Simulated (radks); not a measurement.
Problem. Sr III, configuration [Kr] (the NIST ground configuration). Method: scalar-relativistic Kohn-Sham, LDA (Slater exchange, Perdew-Wang correlation), spin-polarised, spherical densities, finite nucleus; Fermi nuclear charge, rms radius 4.224 fm; computed with a radial shooting solver on a logarithmic mesh with Libxc functionals. Some entries of the table are withheld. Estimate them.

orbital,occ.,eigenvalue (Ry),<r> (bohr)
1s,2,-1170.597,(1)
2s,2,(2),0.1727
2p,6,-141.9140,0.1505
3s,2,-25.49431,0.4931
3p,6,(3),0.4992
3d,10,-10.46606,0.4985
4s,2,-4.03208,1.350
4p,6,(4),1.547

Solution. 
(1) 1s <r> (bohr): 0.03921
(2) 2s eigenvalue (Ry): -159.4417
(3) 3p eigenvalue (Ry): -19.83841
(4) 4p eigenvalue (Ry): -2.69419
